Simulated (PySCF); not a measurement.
# Unknowns

Calculated, not measured (PySCF): shieldings: GIAO PBE0/pcSseg-1, PBE0-D3(BJ)/def2-SVP geometry, B3LYP/pcJ-1 coupling constants (spin–dipole term left out of most H,H and C,H couplings). One averaged value for each set of equivalent atoms, no solvent, one conformer, no relativistic terms.

Scale: TMS for ¹H, ¹³C (reference shieldings calculated alike). Multiplet labels drop J under 1 Hz and among equivalent protons, and merge close values. Unscaled 3J(H,H) run several per cent high. Where no couplings were computed, multiplicities follow the n + 1 count of equivalent neighbours, and m marks all less simple cases (inequivalent or close neighbours, rings, F or P nearby). One-bond C–F couplings are unscaled and too large by tens of Hz. Carbons bonded to boron are broad in practice. Shifts are as computed. Against solution values, carbons near 30 ppm lie about +2 ppm off and those near 130 ppm about +5 ppm. Of 1313 compounds with measured shifts, 239 miss one by over three times the rms of a fit or turn the order of signals round; such compounds aren't used in these exercises.

(1) C5H6F2. ¹H NMR (500 MHz, computed): δ 6.47 (m, 1H), 6.16 (tt, J = 63.2, 1.5 Hz, 1H), 6.02 (q, J = 1.6 Hz, 1H), 5.77 (dt, J = 19.6, 3.0 Hz, 1H), 5.59 (dtt, J = 12.9, 2.1, 1.4 Hz, 1H), 5.58 (tq, J = 2.1, 1.3 Hz, 1H). ¹³C{¹H} NMR (computed): δ 148.0 (C, t, J = 17.7 Hz), 142.1 (CH, t, J = 1.9 Hz), 127.5 (CH2, t, J = 10.1 Hz), 125.3 (CH2), 115.5 (CH, t, J = 301.6 Hz). Identify the compound.

(2) C8H11BO. ¹H NMR (400 MHz, computed): δ 7.74 (m, 1H), 7.59 (m, 1H), 6.68 (m, 1H), 5.90 (m, 1H), 5.37 (m, 1H), 5.29 (m, 1H), 2.62 (d, 2H), 0.92 (s, 3H). ¹³C{¹H} NMR (computed): δ 167.9 (C), 153.8 (CH), 141.1 (CH), 135.0 (CH), 127.4 (CH2), 117.2 (CH), 31.8 (CH2), 8.6 (CH3). Identify the compound.

Answers

(1) SMILES C=CC(=C)C(F)F. Rings plus π bonds: 2 (no ring in the answer). 5 carbon signals for 5 carbons: no two carbons are equivalent. Carbon types of the structure: 1 × C, 2 × CH, 2 × CH2, which accounts for all hydrogens. δC 148.0: fully substituted alkene carbon; the olefinic region. δC 142.1: alkene CH; an sp2 carbon of a C=C bond. δC 127.5, 125.3: terminal =CH2 carbon; an sp2 carbon of a C=C bond. δC 115.5: allylic sp3 CH bonded to 2 F; 2 electronegative neighbours deshield it.

The shifts were computed for this structure.

(2) `C=CCB(C)c1ccco1`. 8 carbon signals for 8 carbons: no two carbons are equivalent. Carbon types of the structure: 1 × C, 4 × CH, 2 × CH2, 1 × CH3, which accounts for all hydrogens. δC 167.9: substituted aromatic carbon next to the ring oxygen. δC 141.1: alkene CH; an sp2 carbon of a C=C bond. δC 135.0, 117.2: aromatic CH. δC 127.4: terminal =CH2 carbon; as expected for a trigonal carbon in a double bond.

The data come from this structure; uniqueness wasn't tested.
